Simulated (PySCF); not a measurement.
Ga(H)2(OEt) (C2H7GaO), SMILES CC[O][GaH2]. Atoms are numbered in the order given.

```xyz
11

Ga    -0.1236    -1.0885     0.0000
H      0.7343    -2.3882     0.0000
H     -1.6807    -0.9465     0.0000
O      0.9207     0.3627     0.0000
C      0.6396     1.7454     0.0000
C     -0.8380     2.1131     0.0000
H      1.1293     2.1922     0.8859
H      1.1293     2.1922    -0.8859
H     -1.3503     1.7161     0.8919
H     -0.9565     3.2087     0.0000
H     -1.3503     1.7161    -0.8919
```
Charge 0, spin multiplicity 1.

Geometry: TPSSh-D3(BJ)/def2-SVP. One conformer was computed; it need not be the lowest.

Level of theory: HF/pcSseg-1 (PySCF).

GIAO shieldings, no solvent; atoms listed in one row are averaged. δ = σ(ref) − σ: ¹H against TMS (σ = 31.99 ppm); ¹⁷O against H2O (σ = 333.0 ppm); ¹³C against TMS (σ = 192.6 ppm), references at their B3LYP-D3(BJ)/def2-TZVP geometries, non-relativistic.

Problem. Estimate the chemical shifts. (The exact figures need the calculation; the answer reports its results.)

Solution. 
```csv
nucleus,atoms,count,δ (ppm)
¹H,H3,1,5.12
¹H,H2,1,4.79
¹H,"H7, H8",2,4.09
¹H,"H9, H10, H11",3,1.62
¹⁷O,O4,1,87.0
¹³C,C5,1,61.3
¹³C,C6,1,25.1
```
